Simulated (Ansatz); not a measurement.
Input (CCSDT(Q)/cc-pVDZ; Ansatz, a first-principles code):

Ansatz 0.2 input:
```yaml
crystal:
  periodic: [false, false, false]
  atoms:
    - {symbol: B, position_ang: [-1.69596767, -0.10788970, -0.46312089]}
    - {symbol: Ge, position_ang: [0.26790261, 0.03735220, 0.07247700]}
    - {symbol: H, position_ang: [1.16309610, -1.15786038, -0.32624170]}
    - {symbol: H, position_ang: [0.90068805, 1.31770801, -0.50065108]}
    - {symbol: H, position_ang: [0.28845763, 0.15349115, 1.61115860]}
    - {symbol: H, position_ang: [-2.44528712, -0.96916086, -0.78792538]}
basis:
  gaussian:
    orbitals: cc-pVDZ
magnetization: {spin_polarized: true, initial_magnetization: 1}
correlation: {method: ccsdt_q, electrons: outside_noble_gas}
```

Output:

```
Functional definition: HF
integrals: 0.08 GiB planned
1195 factors; integrals over basis functions are off by at most 2.4e-7 eV
mean field: 0.31 GiB planned
mean field evaluation 1: about -57203.8598 eV, gradient 9.2e0 eV
mean field evaluation 2: about -57203.8836 eV, gradient 9.2e0 eV
mean field evaluation 4: about -57205.1257 eV, gradient 8.6e-1 eV
mean field evaluation 8: about -57205.1464 eV, gradient 1.5e-3 eV
mean field evaluation 16: about -57205.0897 eV, gradient 8.4e-1 eV
mean field evaluation 32: about -57204.2824 eV, gradient 9.2e-1 eV
mean field evaluation 64: about -57204.3058 eV, gradient 1.3e-1 eV
mean field -57205.14636903 eV, -2102.2503540209 hartree, gradient 2.2e-6 eV, S^2 0.757030; 5 other end points of the search recorded, 0 dependent functions left out
determinant -57205.14636903 eV, -2102.2503540209 hartree, with singles and doubles -57210.61379836 eV, -2102.4512783430 hartree
determinant -57204.30680996 eV, -2102.2195007943 hartree, with singles and doubles -57209.84458767 eV, -2102.4230103713 hartree
15 core orbitals not correlated
reference -57205.14636903 eV, -2102.2503540209 hartree; 6, 5 occupied and 40, 41 virtual orbitals, 1195 factors
second order -4.34057398 eV of doubles, -0.00000000 eV of singles
coupled cluster: 0.72 GiB planned
cycle   1  -5.15577017 eV  change   -8.2e-1 eV  update   7.4e-2
cycle   2  -5.56528435 eV  change   -4.1e-1 eV  update   3.1e-2
cycle   3  -5.61274765 eV  change   -4.7e-2 eV  update   1.3e-2
cycle   4  -5.61828649 eV  change   -5.5e-3 eV  update   6.0e-3
cycle   5  -5.61907437 eV  change   -7.9e-4 eV  update   2.8e-3
cycle   6  -5.61813752 eV  change    9.4e-4 eV  update   1.3e-3
cycle   7  -5.61802344 eV  change    1.1e-4 eV  update   5.4e-4
cycle   8  -5.61858085 eV  change   -5.6e-4 eV  update   2.7e-4
cycle   9  -5.61862188 eV  change   -4.1e-5 eV  update   1.3e-4
cycle  10  -5.61848885 eV  change    1.3e-4 eV  update   7.4e-5
cycle  11  -5.61847606 eV  change    1.3e-5 eV  update   4.8e-5
cycle  12  -5.61849524 eV  change   -1.9e-5 eV  update   3.5e-5
cycle  13  -5.61853206 eV  change   -3.7e-5 eV  update   2.9e-5
cycle  14  -5.61855732 eV  change   -2.5e-5 eV  update   2.3e-5
cycle  15  -5.61853559 eV  change    2.2e-5 eV  update   1.6e-5
cycle  16  -5.61852207 eV  change    1.4e-5 eV  update   9.3e-6
cycle  17  -5.61851872 eV  change    3.4e-6 eV  update   5.4e-6
cycle  18  -5.61852020 eV  change   -1.5e-6 eV  update   2.9e-6
cycle  19  -5.61852411 eV  change   -3.9e-6 eV  update   1.6e-6
cycle  20  -5.61852519 eV  change   -1.1e-6 eV  update   8.8e-7
perturbative correction -0.00439914 eV, -0.0001616656 hartree
Total energy: -57210.76929336 eV, -2102.4569926788 hartree
```
